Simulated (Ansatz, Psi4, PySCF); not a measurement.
H$_{6}$F$_{2}$O$_{2}$Si$_{3}$, singlet, geometry from GFN2-xTB, atoms displaced at random by about 0.08 Å a coordinate. Base run: R2SCAN/STO-3G, gradient (PySCF).

PySCF was given this input:
```python
from pyscf import gto, scf, dft

mol = gto.Mole()
mol.atom = '''
    F     0.299247    1.824621    0.327780
    Si    0.060716    0.512981   -0.384687
    F     0.466284    0.546315   -1.989828
    O    -1.349064   -0.054036   -0.478814
    Si   -2.842257   -0.233410    0.351460
    O     1.003063   -0.655330    0.403403
    Si    2.584143   -1.021457    0.837712
    H    -3.731247   -0.756626   -0.675869
    H    -3.436339    1.194260    0.660416
    H    -2.640478   -0.969999    1.503885
    H     2.878324   -0.048622    1.773150
    H     3.375271   -1.155748   -0.340739
    H     2.307546   -2.348914    1.358769
'''
mol.basis = 'sto-3g'
mol.charge = 0
mol.spin = 0
mol.verbose = 4
mol.build()

mf = dft.RKS(mol)
mf.xc = 'r2scan'
mf.kernel()
g = mf.nuc_grad_method()
grad = g.kernel()
```

Programs used: Ansatz (an electronic-structure program), Psi4, PySCF; a row that names a program was run with it.

The coordinate followed is z of atom 9.

Each row names what was changed in the base input (with any setting that the change needs).

```
change                                                  dE/dx (Eh/bohr)  net force (Eh/bohr)
------------------------------------------------------  ---------------  -------------------
base                                                           0.002791             0.004906
grids.level = 5; grid_response = on                            0.002792             0.000000
conv_tol = 1e-6                                                0.002789             0.004906
grids.level = 1; grid_response = on                            0.002788             0.000000
code = psi4                                                    0.002800             0.007018
code = ansatz                                                  0.002793             0.000000
density fitting = on                                           0.002782             0.004906
conv_tol = 1e-4                                                0.002779             0.004896
grid_response = on                                             0.002790             0.000000
finite difference step (bohr) = 1e-4; conv_tol = 1e-11         0.002790                    -
finite difference step (bohr) = 1e-3; conv_tol = 1e-11         0.002790                    -
finite difference step (bohr) = 1e-5; conv_tol = 1e-11         0.002790                    -
```

The net force is zero for an exact gradient.
